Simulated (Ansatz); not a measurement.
`[SH][Ge]([Cl])([Cl])[Cl]` + H₂ → `[SH][GeH]([Cl])[Cl]` + HCl at 500 K and 1 bar (hydrogenolysis of a Ge–Cl bond).

Calculated with Ansatz (gas phase, PBE0-D4/def2-TZVP geometries, no zero-point term in ΔE). CCSD(T)/CBS adds triple-zeta CCSD(T) − MP2 to the extrapolated MP2 energy (def2 sets, frozen cores). This one scheme is used for every species. For Ge outer-core shells are correlated without core-valence functions, which leaves a few kJ/mol of doubt a bond. Scalar relativity is left out up to krypton. Each species was taken in one conformer, which may not be the lowest.

| species | CCSD(T)/CBS energy (Eh) | H − E (kJ/mol) | S (J/(mol·K)) |
| --- | --- | --- | --- |
| `[SH][Ge]([Cl])([Cl])[Cl]` | -3853.97733 | 82.6 | 443.2 |
| H₂ | -1.17544 | 41.0 | 145.5 |
| `[SH][GeH]([Cl])[Cl]` | -3394.75336 | 93.5 | 405.8 |
| HCl | -460.38127 | 32.5 | 201.9 |

H − E and S are ideal-gas, rigid-rotor, harmonic terms from PBE0-D4/def2-TZVP, for one conformer and one mirror image of each species. The MP2-based limit puts H₂ 0.8 mEh under its directly extrapolated value; such offsets cancel only in part. 1 Eh = 2625.50 kJ/mol, R = 8.31446 J/(mol·K).

**Question.** By hand: ΔE, ΔH, ΔS and ΔG.

**Answer.** ΔE = (-3394.75336) + (-460.38127) − (-3853.97733) − (-1.17544) = 0.01814 Eh = 47.6 kJ/mol. Δ(H − E) = 93.5 + 32.5 − 82.6 − 41.0 = 2.4, so ΔH = 50.0 kJ/mol. ΔS = 405.8 + 201.9 − 443.2 − 145.5 = 19.0 J/(mol·K). ΔG = 50.0 − 500 × (19.0)/1000 = 40.5 kJ/mol.

**Question.** By hand: the equilibrium constant, and the temperature at which ΔG would vanish if ΔH and ΔS stayed fixed.

**Answer.** log₁₀ K = −ΔG/(RT ln 10) = -4.2. ΔG = 0 at ΔH/ΔS = 2632 K, far beyond where these terms or the molecules hold.

ΔH outweighs TΔS. A doubt of 5 kJ/mol in ΔE shifts log₁₀ K by 0.5 here. Other conformers and mirror images would add mixing entropy, several J/(mol·K) or more a flexible species. These are equilibria of isolated gas molecules and say nothing of rates. Largest T1 diagnostic: 0.010 (customary marks: 0.02 for closed shells, 0.045 for open ones).
